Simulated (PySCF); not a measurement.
**Identify the compound**

Molecular formula: C6H12O2. Simulated spectra:

¹H NMR (300 MHz, computed): δ 2.06 (s, 3H), 1.52 (s, 9H).

¹³C{¹H} NMR (computed): δ 176.1 (C), 80.6 (C), 28.8 (CH3), 25.0 (CH3).

Level of theory: shielding tensors at PBE0/pcSseg-1 (GIAO), coordinates at the GFN2-xTB level, in PySCF 2.14 (in vacuum, relativity neglected, single conformer, fast rotation and ring inversion assumed for equivalent nuclei).

Shifts are taken against calculated references (same method and geometry level): TMS for ¹H (σref 31.72) and ¹³C (σref 186.93).

Problem. Deduce the structure.

Solution. 
1. The formula gives 1 degree of unsaturation (no ring in the answer).
2. 4 carbon signals for 6 carbons: some carbons are equivalent by symmetry or fast rotation.
3. Carbon types of the structure: 2 × C, 4 × CH3, which accounts for all hydrogens.
4. δC 176.1: ester carbonyl carbon; it is a carbonyl in resonance with an O or N lone pair, the region of acids, esters and amides.
5. δC 80.6: fully substituted sp3 carbon bonded to O; pulled downfield by the heteroatom.
6. δC 28.8: methyl carbon; aliphatic region, no heteroatom directly attached.
7. δC 25.0: methyl carbon α to a carbonyl; the adjacent C=O deshields it moderately.
8. δH 2.06: hydrogen on a methyl carbon α to a carbonyl; α to C=O.
9. δH 1.52: hydrogen on a methyl carbon.

The compound is tert-butyl acetate (SMILES CC(=O)OC(C)(C)C).

This is the structure that produced the data.

Shifts are as computed. Against solution values, carbons near 30 ppm lie about +3 ppm off and those near 130 ppm about +5 ppm. Of 246 compounds with measured shifts, 49 miss one by over three times the rms of a fit or turn the order of signals round; such compounds aren't used in these exercises. No couplings were computed; multiplicities are counted from neighbouring protons, with m where these are inequivalent, close in shift, in a saturated or five-membered ring or joined by F or P, and br s for small geminal =CH2 splittings.
